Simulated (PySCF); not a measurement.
# Indirect couplings

Molfile (atoms numbered from 1):
```
C11H12
     RDKit          3D

 23 24  0  0  0  0  0  0  0  0999 V2000
   -2.0943   -0.8210    1.2438 C   0  0  0  0  0  0  0  0  0  0  0  0
   -1.8554   -0.2223    0.0811 C   0  0  0  0  0  0  0  0  0  0  0  0
   -2.5598    0.8427   -0.7266 C   0  0  0  0  0  0  0  0  0  0  0  0
   -1.1950    1.1596   -1.3795 C   0  0  0  0  0  0  0  0  0  0  0  0
   -0.6525   -0.1998   -0.8478 C   0  0  1  0  0  0  0  0  0  0  0  0
    0.7413   -0.2860   -0.3004 C   0  0  0  0  0  0  0  0  0  0  0  0
    1.7247   -1.0287   -0.9622 C   0  0  0  0  0  0  0  0  0  0  0  0
    3.0311   -1.0820   -0.4785 C   0  0  0  0  0  0  0  0  0  0  0  0
    3.3748   -0.3908    0.6813 C   0  0  0  0  0  0  0  0  0  0  0  0
    2.4027    0.3510    1.3530 C   0  0  0  0  0  0  0  0  0  0  0  0
    1.0992    0.4015    0.8670 C   0  0  0  0  0  0  0  0  0  0  0  0
   -1.3641   -1.5068    1.6829 H   0  0  0  0  0  0  0  0  0  0  0  0
   -3.0194   -0.6380    1.7976 H   0  0  0  0  0  0  0  0  0  0  0  0
   -3.2762    0.4111   -1.4457 H   0  0  0  0  0  0  0  0  0  0  0  0
   -3.0678    1.6464   -0.1723 H   0  0  0  0  0  0  0  0  0  0  0  0
   -1.1651    1.3173   -2.4671 H   0  0  0  0  0  0  0  0  0  0  0  0
   -0.6906    2.0013   -0.8825 H   0  0  0  0  0  0  0  0  0  0  0  0
   -0.7839   -0.9707   -1.6274 H   0  0  0  0  0  0  0  0  0  0  0  0
    1.4595   -1.5749   -1.8720 H   0  0  0  0  0  0  0  0  0  0  0  0
    3.7838   -1.6695   -1.0102 H   0  0  0  0  0  0  0  0  0  0  0  0
    4.3972   -0.4326    1.0644 H   0  0  0  0  0  0  0  0  0  0  0  0
    2.6624    0.8923    2.2663 H   0  0  0  0  0  0  0  0  0  0  0  0
    0.3389    0.9733    1.4052 H   0  0  0  0  0  0  0  0  0  0  0  0
  1  2  2  0
  2  3  1  0
  3  4  1  0
  4  5  1  0
  5  6  1  0
  6  7  2  0
  7  8  1  0
  8  9  2  0
  9 10  1  0
 10 11  2  0
  5  2  1  0
 11  6  1  0
  1 12  1  0
  1 13  1  0
  3 14  1  0
  3 15  1  0
  4 16  1  0
  4 17  1  0
  5 18  1  6
  7 19  1  0
  8 20  1  0
  9 21  1  0
 10 22  1  0
 11 23  1  0
M  END
```

Method: B3LYP/pcJ-1 (without the spin–dipole term)//PBE0-D3(BJ)/def2-SVP, PySCF 2.14.0 with density-fitted response routines; isolated molecule, single conformer, non-relativistic. Couplings are averaged over pairs made equivalent by symmetry, fast rotation or ring inversion, so a value needn't be that of the named pair in this geometry, while other rotamers aren't included; one pair stands for each set, and the list holds a selection of those of at least 0.8 Hz over up to four bonds, among pairs with at least one H atom (others weren't computed).

Isotopes: ¹³C, ¹H.

```
    pair  bonds  J (Hz)
 C1, H12      1   168.6
 C1, H13      1   167.1
 C3, H14      1   138.7
 C3, H15      1   145.2
 C4, H16      1   146.6
 C4, H17      1       ?
 C5, H18      1   136.9
 C7, H19      1       ?
 C8, H20      1   165.6
 C9, H21      1   166.7
 C3, H16      2       ?
 C4, H18      2       ?
 C6, H19      2       ?
 C3, H18      3     1.5
 C5, H15      3    10.1
 C6, H16      3       ?
 C7, H18      3       ?
 C7, H23      3     6.9
H15, H17      3    10.2
 C1, H16      4     2.8
 C4, H12      4       ?
 C6, H14      4    -1.6
 C6, H21      4    -1.5
H12, H15      4    -2.7
H19, H21      4     1.0
H20, H22      4     1.1
```

Problem. Estimate the withheld couplings, with signs.

Solution. 
- ¹J(C4,H17) = 142.5 Hz (bond length 1.100 Å, sp3 carbon)
- ¹J(C7,H19) = 164.6 Hz (bond length 1.094 Å, sp2 carbon)
- ²J(C3,H16) = -1.9 Hz (angle at C4 118°)
- ²J(C4,H18) = -6.0 Hz (angle at C5 109°)
- ²J(C6,H19) = 0.9 Hz (angle at C7 119°)
- ³J(C6,H16) = 1.0 Hz (dihedral angle 99°)
- ³J(C7,H18) = 6.0 Hz (dihedral angle 14°)
- ⁴J(C4,H12) = -1.3 Hz
